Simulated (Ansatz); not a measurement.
Job for Ansatz (a program for electronic structure): U-CAM-B3LYP/def2-TZVPP on H (SMILES [H]).

Ansatz 0.2 input:
```yaml
crystal:
  periodic: [false, false, false]
  atoms:
    - {symbol: H, position_ang: [0.00000000, 0.00000000, 0.00000000]}
basis:
  gaussian:
    orbitals: def2-TZVPP
hamiltonian:
  xc: {name: CAM-B3LYP}
magnetization: {spin_polarized: true, initial_magnetization: 1}
```

The log:

```
WARN ansatz: RAYON_NUM_THREADS=4 ignored (pool sized by the plan → 4); use --threads N
Functional definition: CAM-B3LYP
integrals: 0.00 GiB planned
59 factors; their error is unknown
integrals: 0.04 GiB planned
21 factors; integrals over basis functions are off by at most 8.0e-5 eV
mean field: 0.04 GiB planned
mean field evaluation 1: about -13.5650 eV, gradient 7.4e-1 eV
mean field evaluation 2: about -13.5731 eV, gradient 1.3e-1 eV
mean field evaluation 4: about -13.5734 eV, gradient 6.8e-3 eV
mean field evaluation 8: about -13.5733 eV, gradient 1.6e-5 eV
mean field -13.57328253 eV, -0.4988089326 hartree, gradient 1.6e-5 eV, S^2 0.750000; 0 other end points of the search recorded, 0 dependent functions left out
reference -13.57333621 eV, -0.4988109053 hartree; 1, 0 occupied and 13, 14 virtual orbitals, 59 factors
Total energy: -13.57333621 eV, -0.4988109053 hartree
```

Self-consistency was reached.

Cost: roughly 0.28 core-seconds.
